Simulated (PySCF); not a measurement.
Species: C5H4BF2 (charge -1).
SMILES with atom numbers: `[F:1][c:2]1[bH-:3][cH:4][c:5]([F:6])[cH:7][cH:8]1` (hydrogens: H9 on B3; H10 on C4; H11 on C7; H12 on C8)

All values: PBE0/pcSseg-1 (PySCF, non-relativistic), on one gas-phase PBE0-D3(BJ)/def2-SVP geometry that isn't relaxed in the solvent. The solvent is an IEF-PCM continuum (cavity from Bondi-type radii × 1.2). Specific hydrogen bonds and non-electrostatic terms are outside this model.

```
run  E − E(gas) (kcal/mol)  HOMO (eV)  HOMO–LUMO gap (eV)
gas                   0.00      -0.89                5.88
  P                 -50.40      -5.13                5.92
  Q                 -40.55      -4.32                5.91
```

The runs were made in chloroform and methanol. Which run belongs to which solvent?

P = methanol, Q = chloroform. The dielectric constants are 4.711 (chloroform), 32.61 (methanol), and the energy falls further as ε rises. In this model the ground state sees the solvent through ε alone.

How constant is the ratio of the lowering to 1 − 1/ε?

| solvent | 1 − 1/ε | E − E(gas) (kcal/mol) | ratio (kcal/mol) | polarisation term (kcal/mol) |
| --- | --- | --- | --- | --- |
| chloroform | 0.788 | -40.55 | -51.5 | -41.01 |
| methanol | 0.969 | -50.40 | -52.0 | -51.31 |

The ratio changes by +1.0 % in size from chloroform to methanol. The polarisation term is half the interaction of the solute with the induced surface charges.
